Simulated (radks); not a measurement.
Valence configurations of Gd II (all share [Xe]). Method: Dirac Kohn-Sham, PBEsol, spin-unpolarised, spherical densities, finite nucleus; open shells fill j = l - 1/2 first; Fermi nuclear charge, rms radius 5.1569 fm; computed with a radial shooting solver on a logarithmic mesh with Libxc functionals. Energies are relative to 4f7 5d1 6s1; eigenvalues in eV.

[
 {"valence": "4f7 5d1 6s1", "E (eV)": "0.000", "e(4f5/2)": "-15.217", "e(4f7/2)": "-14.464", "e(5d3/2)": "-8.562", "e(6p1/2)": "-", "e(6s1/2)": "-9.262"},
 {"valence": "4f7 5d0.5 6s1 6p0.5", "E (eV)": "1.425", "e(4f5/2)": "-16.934", "e(4f7/2)": "-16.179", "e(5d3/2)": "-9.745", "e(6p1/2)": "-6.621", "e(6s1/2)": "-10.041"},
 {"valence": "4f5 5d3 6s1", "E (eV)": "23.407", "e(4f5/2)": "-29.219", "e(4f7/2)": "-", "e(5d3/2)": "-11.177", "e(6p1/2)": "-", "e(6s1/2)": "-10.154"},
 {"valence": "4f6.5 5d1 6s1.5", "E (eV)": "3.502", "e(4f5/2)": "-19.672", "e(4f7/2)": "-18.889", "e(5d3/2)": "-10.031", "e(6p1/2)": "-", "e(6s1/2)": "-10.018"},
 {"valence": "4f5 5d3 6p1", "E (eV)": "27.124", "e(4f5/2)": "-30.265", "e(4f7/2)": "-", "e(5d3/2)": "-12.047", "e(6p1/2)": "-7.020", "e(6s1/2)": "-"},
 {"valence": "4f7.5 5d0.5 6s1", "E (eV)": "-2.365", "e(4f5/2)": "-12.205", "e(4f7/2)": "-11.480", "e(5d3/2)": "-7.882", "e(6p1/2)": "-", "e(6s1/2)": "-8.959"},
 {"valence": "4f7 5d1 6s0.5 6p0.5", "E (eV)": "1.646", "e(4f5/2)": "-15.762", "e(4f7/2)": "-15.008", "e(5d3/2)": "-8.984", "e(6p1/2)": "-6.270", "e(6s1/2)": "-9.566"},
 {"valence": "4f8 6s1", "E (eV)": "-3.641", "e(4f5/2)": "-9.445", "e(4f7/2)": "-8.749", "e(5d3/2)": "-", "e(6p1/2)": "-", "e(6s1/2)": "-8.619"},
 {"valence": "4f7 5d2", "E (eV)": "0.944", "e(4f5/2)": "-13.075", "e(4f7/2)": "-12.323", "e(5d3/2)": "-7.141", "e(6p1/2)": "-", "e(6s1/2)": "-"},
 {"valence": "4f7 5d1 6p1", "E (eV)": "3.295", "e(4f5/2)": "-16.300", "e(4f7/2)": "-15.546", "e(5d3/2)": "-9.395", "e(6p1/2)": "-6.549", "e(6s1/2)": "-"}
]

NIST lists [Xe] 4f7 5d1 6s1 as the ground configuration; this level of theory puts 4f8 6s1 lower, by 3.641 eV. The energies are those of spherical spin-averaged densities, not of single terms.
